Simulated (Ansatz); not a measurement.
```yaml
crystal:
  periodic: [false, false, false]
  atoms:
    - {symbol: C, position_ang: [-0.770795, 0.377067, -1.007158]}
    - {symbol: C, position_ang: [-0.541270, -0.949490, -0.900854]}
    - {symbol: Al, position_ang: [0.586134, -1.127379, 0.611719]}
    - {symbol: C, position_ang: [0.556703, 0.832588, 0.883930]}
    - {symbol: O, position_ang: [-0.281316, 1.319940, -0.189136]}
    - {symbol: H, position_ang: [-1.385595, 0.843059, -1.775905]}
    - {symbol: H, position_ang: [-1.007629, -1.587867, -1.639143]}
    - {symbol: H, position_ang: [1.303760, -2.289818, 1.409047]}
    - {symbol: H, position_ang: [0.105591, 1.181650, 1.818390]}
    - {symbol: H, position_ang: [1.517516, 1.348950, 0.792009]}
basis:
  gaussian: {orbitals: def2-mTZVPP}
total_charge: 1
magnetization: {spin_polarized: true, initial_magnetization: 1}
hamiltonian: {xc: {name: B3LYP-D3}, dispersion: d3bj}
scf: {lower_state_search: off}
```

```sh
$ ansatz run in.yaml --threads 2 --pin off --events-out ev --progress --plain --max-ram 4352MiB
```

Task: How does Ansatz answer? (Estimate.)

Result: Computed: The program refused the input.
```
Error: YAML parse error: error: line 18 column 19: hamiltonian.xc: no functional is named "B3LYP-D3"; the names, which are not case-sensitive, are SVWN5, SPW92, PBE, PBE0, PBEsol, revPBE, revPBE0, RPBE, rPW86-PBE, HSE06, wPBEh, LC-wPBE, HISS, HF, BLYP, B3LYP, B3LYP5, BHLYP, CAM-B3LYP, r2SCAN, r2SCANh, r2SCAN0, r2SCAN50, m-r2SCAN, B97, wB97, wB97X, wB97X-V, B97M-V, wB97M-V, B2PLYP, B2GP-PLYP, PBE0-DH, PBE-QIDH
16 | total_charge: 1
17 | magnetization: {spin_polarized: true, initial_magnetization: 1}
18 | hamiltonian: {xc: {name: B3LYP-D3}, dispersion: d3bj}
19 | scf: {lower_state_search: off}
```

HSE06 is defined as in plane-wave codes.
